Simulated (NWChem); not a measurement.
# AlGeH₄OCl; SMILES [Al]([Cl])([OH])[GeH3]

```xyz
8

Al     0.4387    -0.7178     0.0000
Cl    -0.9872    -2.2942     0.0000
Ge    -0.2213     1.6455     0.0000
H     -1.0815     1.9844    -1.2483
H     -1.0815     1.9844     1.2483
H      1.0126     2.5854     0.0000
O      2.1086    -1.1074     0.0000
H      2.4440    -2.0189     0.0000
```
Atoms are numbered in this order, from 1.

All runs: NWChem. Structure relaxed at the PBE-D3(BJ)/def2-SVP level.

For level Hartree-Fock/def2-SVPD:

```
Property          Result
----------------  ------
orbital gap (eV)   11.98
```

Q: What are these values for level Hartree-Fock/def2-TZVPP?

A: 
- orbital gap (eV) = 12.28
